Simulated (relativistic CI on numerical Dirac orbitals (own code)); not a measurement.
**Ti⁴⁺ in a cubic cluster: L2,3 absorption with charge transfer**

Computed with a charge-transfer multiplet model of a cubic metal-ligand cluster with up to 2 ligand holes, Slater and spin-orbit integrals from Dirac-Coulomb-Breit ions, Slater integrals scaled by 0.9. The ground state mixes d0 with configurations of k ligand holes L, whose averages lie at kΔ + k(k − 1)U_dd/2; a core hole lowers each added d electron by U_cd. 300 K, Lorentzian 0.4 eV and Gaussian 0.3 eV FWHM.

Atomic integrals in eV (Slater integrals scaled, ζ unscaled), ground: F2dd 7.400, F4dd 4.602, zeta_d 0.013; with the core hole: F2dd 7.400, F4dd 4.602, zeta_d 0.032, zeta_core 3.741, F2cd 5.699, G1cd 4.259, G3cd 2.418. Where a configuration has fewer than two d electrons, the dd integrals are those of d2.

Cluster parameters (eV): Δ = 3.3, U_cd = 6.6, 10Dq = 0.25, 10Dq(ligand) = 0.9, V(eg) = 1.75, V(t2g) = -0.75, final-state hopping factor = 1.

```csv
Case,n_d,d0,d1L,d2L2,S
U_dd = 3 eV,0.55,0.52,0.41,0.07,0.00
U_dd = 3.7 eV,0.53,0.53,0.41,0.06,0.00
U_dd = 5.1 eV,0.50,0.55,0.40,0.05,0.00
```

Weights, n_d and S are thermal averages at 300 K. Photon energies count from the first peak over 30 % of the highest in each spectrum, which can be another peak from case to case. The parameters are a model scan and need not match a compound or its usual spin state. Peaks in eV (height, largest 100):
- U_dd = 3 eV: -1.6 (7), 0.0 (49), 1.8 (22), 5.8 (100), 7.4 (37), 12.6 (23)
- U_dd = 3.7 eV: -1.6 (6), 0.0 (50), 2.0 (15), 5.8 (100), 7.3 (26), 12.5 (14)
- U_dd = 5.1 eV: 0.0 (49), 1.8 (8), 2.4 (8), 5.8 (100), 7.6 (10)

A d0 ion has no d-d gap: its lowest excitations are ligand-to-metal charge transfer. With the core hole the configuration with one ligand hole lies at Δ + U_dd − U_cd = -0.3, 0.4, 1.8 eV from the one without, in the order of the table; where this is negative the screened configuration lies lower, though the effective hopping of about 3.8 eV (from the holes of the mixed ground state) mixes the two strongly wherever it is as large as the gap.
